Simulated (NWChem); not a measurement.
Species: ZnCl cation; SMILES [Cl][Zn+]

```xyz
2

Zn     0.0000     0.0000    -0.7549
Cl     0.0000     0.0000     1.3150
```
Atoms are numbered in this order, from 1.

Computed with NWChem. Pople sets run with spherical d functions. Structure relaxed at the PBE0/def2-SVP level. GIAO values for the isolated, static molecule; σ is the absolute isotropic shielding.

```json
[
 {"level": "BHandHLYP/pcSseg-1", "σ Zn1 (ppm)": "2270.0", "σ Cl2 (ppm)": "762.4"},
 {"level": "B3LYP/6-31G*", "σ Zn1 (ppm)": "…", "σ Cl2 (ppm)": "…"},
 {"level": "PBE0/pcSseg-1", "σ Zn1 (ppm)": "2298.4", "σ Cl2 (ppm)": "661.1"}
]
```

Question: What belongs in the gaps?

Answer: 
- B3LYP/6-31G*, σ Zn1 (ppm): 2443.9
- B3LYP/6-31G*, σ Cl2 (ppm): 578.0
